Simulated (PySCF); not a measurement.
Record of a relaxation.

C2H7ClSi2.
Atom-mapped SMILES: `[SiH3:1]/[CH:2]=[C:3](\[SiH3:4])[Cl:5]` (hydrogens: H6, H7, H8 on Si1; H9 on C2; H10, H11, H12 on Si4)

Method: PBE0-D3(BJ)/def2-SVP geometry optimisation, gas phase (PySCF 2.14.0); density fitting, grid level 1; the optimiser is geomeTRIC in internal coordinates, started from a GFN2-xTB structure with every atom displaced at random (about 0.01 Å). The frame can shift and turn from step to step; on so coarse a grid that alone can change the energy by a few meV, and forces under 0.02 eV/Å are noise.

Step 0: E = -30441.2617 eV, largest atomic force 1.515 eV/Å
```
atom  x, y, z in Å  |  force x, y, z in eV/Å
Si1     1.906   -0.425    0.021   -0.672   1.347  -0.170
C2      0.645    1.013   -0.071    0.484  -0.624   0.132
C3     -0.689    0.890   -0.066    0.579   0.347  -0.007
Si4    -1.743   -0.635    0.045   -0.788   0.466   0.304
Cl5    -1.663    2.330   -0.168   -0.303   0.280  -0.024
H6      1.725   -1.275   -1.146   -0.006  -0.575  -0.546
H7      1.713   -1.164    1.254   -0.036  -0.537   0.674
H8      3.240    0.200   -0.004    0.358   0.058   0.004
H9      1.070    2.020   -0.118   -0.022   0.147  -0.060
H10    -2.553   -0.702   -1.181   -0.197  -0.128  -0.341
H11    -2.671   -0.451    1.207    0.081  -0.093  -0.038
H12    -0.940   -1.829    0.217    0.522  -0.689   0.072
```

Step 1: E = -30441.3601 eV, largest atomic force 0.239 eV/Å
```
atom  x, y, z in Å  |  force x, y, z in eV/Å
Si1     1.072    1.169    0.530    0.006   0.017   0.021
C2     -0.083    2.658    0.435   -0.033  -0.037  -0.010
C3     -1.422    2.607    0.431   -0.123   0.115  -0.021
Si4    -2.532    1.087    0.539    0.032  -0.137   0.018
Cl5    -2.374    4.089    0.310    0.157  -0.180   0.018
H6      0.889    0.249   -0.635   -0.024   0.038   0.021
H7      0.876    0.381    1.787   -0.021   0.054  -0.038
H8      2.468    1.696    0.508    0.015   0.001   0.001
H9      0.382    3.651    0.364    0.021  -0.016   0.001
H10    -3.362    0.977   -0.695    0.001   0.042   0.012
H11    -3.413    1.205    1.735   -0.024   0.035  -0.004
H12    -1.681   -0.137    0.675   -0.005   0.070  -0.018
```

Step 2: E = -30441.3631 eV, largest atomic force 0.112 eV/Å
```
atom  x, y, z in Å  |  force x, y, z in eV/Å
Si1     1.085    1.175    0.533    0.010  -0.001  -0.003
C2     -0.082    2.647    0.431    0.021  -0.030  -0.012
C3     -1.421    2.591    0.431   -0.060   0.095   0.000
Si4    -2.545    1.082    0.538    0.042  -0.075   0.020
Cl5    -2.357    4.074    0.317    0.010  -0.028  -0.005
H6      0.898    0.249   -0.625   -0.003  -0.003  -0.001
H7      0.888    0.401    1.796   -0.008   0.004   0.005
H8      2.479    1.709    0.505   -0.003  -0.007   0.001
H9      0.378    3.642    0.355   -0.001   0.002   0.008
H10    -3.378    0.998   -0.695   -0.006   0.020   0.002
H11    -3.424    1.210    1.736   -0.005   0.016  -0.011
H12    -1.701   -0.145    0.662    0.004   0.008  -0.004
```

Step 3: E = -30441.3633 eV, largest atomic force 0.039 eV/Å
```
atom  x, y, z in Å  |  force x, y, z in eV/Å
Si1     1.066    1.173    0.535    0.037   0.000  -0.007
C2     -0.082    2.657    0.427    0.019   0.009  -0.008
C3     -1.421    2.603    0.429   -0.026   0.027   0.005
Si4    -2.523    1.077    0.539   -0.016   0.005   0.005
Cl5    -2.365    4.076    0.316    0.002   0.002  -0.006
H6      0.863    0.248   -0.620    0.009  -0.013  -0.006
H7      0.851    0.410    1.801    0.006  -0.013   0.017
H8      2.468    1.685    0.508   -0.002  -0.006   0.001
H9      0.385    3.649    0.351   -0.012   0.007   0.003
H10    -3.358    0.993   -0.692   -0.011  -0.005  -0.002
H11    -3.402    1.197    1.737   -0.001  -0.005  -0.004
H12    -1.660   -0.136    0.655   -0.004  -0.009   0.002
```

Step 4: E = -30441.3638 eV, largest atomic force 0.021 eV/Å
```
atom  x, y, z in Å  |  force x, y, z in eV/Å
Si1     1.078    1.173    0.535   -0.012   0.001  -0.001
C2     -0.084    2.650    0.427    0.005   0.020  -0.005
C3     -1.424    2.599    0.429   -0.001  -0.012   0.004
Si4    -2.534    1.078    0.539   -0.001   0.007  -0.002
Cl5    -2.362    4.077    0.314    0.010  -0.007  -0.004
H6      0.884    0.244   -0.619    0.003  -0.004   0.000
H7      0.871    0.408    1.801    0.002  -0.004   0.005
H8      2.475    1.696    0.507   -0.003   0.001   0.000
H9      0.380    3.643    0.352    0.004   0.006   0.000
H10    -3.371    0.999   -0.692   -0.006  -0.003   0.001
H11    -3.413    1.204    1.736   -0.002  -0.003   0.000
H12    -1.679   -0.140    0.655    0.002  -0.003   0.001
```

Step 5: E = -30441.3639 eV, largest atomic force under 0.02 eV/Å
```
atom  x, y, z in Å  |  force x, y, z in eV/Å
Si1     1.077    1.173    0.536   -0.003   0.003   0.002
C2     -0.083    2.652    0.426    0.001  -0.013  -0.001
C3     -1.423    2.599    0.428    0.000   0.009  -0.001
Si4    -2.534    1.078    0.539    0.006  -0.004  -0.001
Cl5    -2.361    4.076    0.311   -0.003   0.001  -0.003
H6      0.885    0.243   -0.618    0.000   0.000   0.003
H7      0.870    0.408    1.803   -0.001   0.002  -0.001
H8      2.475    1.696    0.509    0.002   0.000   0.000
H9      0.381    3.645    0.351   -0.003  -0.003   0.000
H10    -3.373    0.998   -0.691    0.000   0.002   0.002
H11    -3.413    1.204    1.736    0.000   0.002   0.000
H12    -1.681   -0.141    0.655    0.000   0.001   0.000
```

Question: Summarise the path.

Answer: The energy falls by 0.1022 eV from step 0 to step 5; nine tenths of that is first reached at step 1. It falls at every step. The largest force goes from 1.515 to under 0.02 eV/Å. Among the bonds Si1–H7 changes most (a near tie, within 0.001 Å, with another), from 1.450 to 1.494 Å; the atoms move by 0.059 Å rms after alignment.

What follows is the cost of the whole optimisation. On one thread of an Arm Neoverse V1, no GPU, shared host with 32 logical CPUs at a one-minute load of 30, this took 35 s of wall time and 0.48 GiB of memory at its peak.
